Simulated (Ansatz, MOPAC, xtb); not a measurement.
The molecule CuH+, multiplicity 2 (lowest of 2S+1 = 2, 4 at CCSD(T)/def2-TZVPP on PBE0 minima; our sources give no spin for the ground state, which may be another). No spin–orbit coupling. Cu is treated without relativity.

Seven points along R, fitted to fifth degree in 1/R; most abundant isotopes. Runs in def2 and cc sets follow the lowest solution found near the PBE0 minimum.

Codes used: Ansatz (Gaussian orbitals); MOPAC for PM6, PM7 (differences of heats of formation); xtb for the GFN methods. Values without a source in brackets are computed. The GFN methods have no spin term and hold the electronic entropy of 300 K.

```json
[
 {"level": "PM6", "r_e (Å)": "1.462", "ω_e (cm⁻¹)": "2412", "ω_e x_e (cm⁻¹)": "56", "B_e (cm⁻¹)": "7.95"},
 {"level": "PM7", "r_e (Å)": "1.535", "ω_e (cm⁻¹)": "2850", "ω_e x_e (cm⁻¹)": "44", "B_e (cm⁻¹)": "7.22"},
 {"level": "GFN1-xTB", "r_e (Å)": "1.430", "ω_e (cm⁻¹)": "2204", "ω_e x_e (cm⁻¹)": "45", "B_e (cm⁻¹)": "8.31"},
 {"level": "GFN2-xTB", "r_e (Å)": "1.478", "ω_e (cm⁻¹)": "1414", "ω_e x_e (cm⁻¹)": "34", "B_e (cm⁻¹)": "7.78"},
 {"level": "SVWN5/def2-TZVPP", "r_e (Å)": "1.487", "ω_e (cm⁻¹)": "1706", "ω_e x_e (cm⁻¹)": "52", "B_e (cm⁻¹)": "7.68"},
 {"level": "PBE/def2-TZVPP", "r_e (Å)": "1.503", "ω_e (cm⁻¹)": "1667", "ω_e x_e (cm⁻¹)": "57", "B_e (cm⁻¹)": "7.53"},
 {"level": "r2SCAN/def2-TZVPP", "r_e (Å)": "1.479", "ω_e (cm⁻¹)": "1765", "ω_e x_e (cm⁻¹)": "65", "B_e (cm⁻¹)": "7.76"},
 {"level": "B97M-V/def2-TZVPP", "r_e (Å)": "1.484", "ω_e (cm⁻¹)": "1770", "ω_e x_e (cm⁻¹)": "59", "B_e (cm⁻¹)": "7.71"},
 {"level": "B3LYP/def2-TZVPP", "r_e (Å)": "1.497", "ω_e (cm⁻¹)": "1668", "ω_e x_e (cm⁻¹)": "74", "B_e (cm⁻¹)": "7.58"},
 {"level": "PBE0/def2-TZVPP", "r_e (Å)": "1.494", "ω_e (cm⁻¹)": "1668", "ω_e x_e (cm⁻¹)": "90", "B_e (cm⁻¹)": "7.61"},
 {"level": "BHLYP/def2-TZVPP", "r_e (Å)": "1.485", "ω_e (cm⁻¹)": "1658", "ω_e x_e (cm⁻¹)": "200", "B_e (cm⁻¹)": "7.70"},
 {"level": "CAM-B3LYP/def2-TZVPP", "r_e (Å)": "1.494", "ω_e (cm⁻¹)": "1661", "ω_e x_e (cm⁻¹)": "86", "B_e (cm⁻¹)": "7.61"},
 {"level": "wB97X-V/def2-TZVPP", "r_e (Å)": "1.495", "ω_e (cm⁻¹)": "1682", "ω_e x_e (cm⁻¹)": "91", "B_e (cm⁻¹)": "7.61"},
 {"level": "wB97M-V/def2-TZVPP", "r_e (Å)": "1.489", "ω_e (cm⁻¹)": "1719", "ω_e x_e (cm⁻¹)": "87", "B_e (cm⁻¹)": "7.67"}
]
```

The state that PM6, PM7 reach isn't checked; PM7 holds dispersion and hydrogen-bond terms.

Ansatz is a first-principles code.
